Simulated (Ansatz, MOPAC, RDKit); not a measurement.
Species: arsine, AsH₃, charge 0, multiplicity 1. SMILES: [AsH3]

Atoms: As1, H2, H3, H4. Bonds: As1-H2, As1-H3, As1-H4.

Bond lengths (Å) and angles (degrees) optimised at UFF with RDKit; PM3 with MOPAC; HF/STO-3G with Ansatz (a first-principles code); HF/3-21G with Ansatz; PBE/6-31G* with LANL2DZ past Ar with Ansatz; B3LYP/6-31G* with LANL2DZ past Ar with Ansatz, each started from the B3LYP-D3(BJ)/def2-TZVP structure (Ansatz) of the last column. A row stands for all coordinates that are equal there. 6-31G* holds six Cartesian d functions. No wavenumbers were computed at UFF, HF/STO-3G, PBE/6-31G* with LANL2DZ past Ar, so these may be saddle points.

```json
[
 {"coordinate": "As1-H2", "UFF": "1.564", "PM3": "1.520", "HF/STO-3G": "1.457", "HF/3-21G": "1.521", "PBE/6-31G* with LANL2DZ past Ar": "1.557", "B3LYP/6-31G* with LANL2DZ past Ar": "1.540", "B3LYP-D3(BJ)/def2-TZVP": "1.525"},
 {"coordinate": "H2-As1-H3", "UFF": "92.1", "PM3": "94.2", "HF/STO-3G": "94.0", "HF/3-21G": "95.1", "PBE/6-31G* with LANL2DZ past Ar": "91.6", "B3LYP/6-31G* with LANL2DZ past Ar": "92.5", "B3LYP-D3(BJ)/def2-TZVP": "92.0"}
]
```

Mean signed difference of all 3 bond lengths from B3LYP-D3(BJ)/def2-TZVP: UFF 0.039 Å, PM3 -0.005 Å, HF/STO-3G -0.069 Å, HF/3-21G -0.004 Å, PBE/6-31G* with LANL2DZ past Ar 0.032 Å, B3LYP/6-31G* with LANL2DZ past Ar 0.015 Å.
